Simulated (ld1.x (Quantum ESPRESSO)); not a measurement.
## Configuration tests for palladium (Pd) (PAW)

| Property | Result |
| --- | --- |
| Element | palladium |
| Generator | ld1.x (Quantum ESPRESSO) 7.5 |
| Type | PAW |
| Functional | PBE |
| Relativity | fully relativistic |
| Frozen core | [Ar] 3d10 4s2 |
| Valence charge | 16 |
| Reference configuration | 4p6 4d9.5 5s0 5p0 (charge +0.5) |
| Partial waves | 5s (bound, empty): rcut 2.40, rcutus 2.55 bohr; 5s channel at 1.15 Ry: rcut 2.40, rcutus 2.55 bohr; 4p (bound): rcut 1.40, rcutus 1.65 bohr; 5p (bound, empty): rcut 1.40, rcutus 1.65 bohr; 4d (bound): rcut 1.20, rcutus 1.35 bohr; 4d channel at 1.75 Ry: rcut 1.20, rcutus 1.35 bohr |
| Local potential | all-electron potential smoothed inside 2.00 bohr (lloc = -1) |
| Core correction | a·sin(br)/r model core, default radius (core density twice the valence density) |
| Augmentation charge | GAUSS, radius 0.90 bohr |

Open shells are filled in proportion to 2j + 1 (rel_dist='average').

Energies are relative to the spin-unpolarised reference configuration 4p6 4d9.5 5s0 5p0; without spin polarisation the order of configurations can differ from experiment.

| valence configuration | charge | ΔE all-electron (eV) | error AE − PS (meV) |
| --- | --- | --- | --- |
| 4p6 4d10 5s0 5p0 | 0 | -3.236 | -0.2 |
| 4p6 4d9 5s0 5p0 | +1 | 5.883 | -0.7 |
| 4p6 4d8 5s0 5p0 | +2 | 26.702 | -11 |
| 4p6 4d7 5s0 5p0 | +3 | 61.059 | -49 |
| 4p6 4d9 5s1 5p0 | 0 | -1.733 | +7.8 |

(1) What are ΔE and the potential's error for 4p6 4d9 5s0 5p1?

(2) What are ΔE and the potential's error for 4p6 4d8 5s1 5p0?

Levels in the configuration 4p6 4d9 5s0 5p0:

```
   level  all-electron (eV)  pseudo (eV)
4p j=1/2            -65.502      -65.509
4p j=3/2            -61.050      -61.055
4d j=3/2            -14.903      -14.906
4d j=5/2            -14.424      -14.427
```

The ghost test of this file was not conclusive.

## Answers

(1) ΔE = 2.001 eV all-electron; the error (AE − PS) is -0.8 meV.

(2) ΔE = 10.408 eV all-electron; the error (AE − PS) is +41 meV.
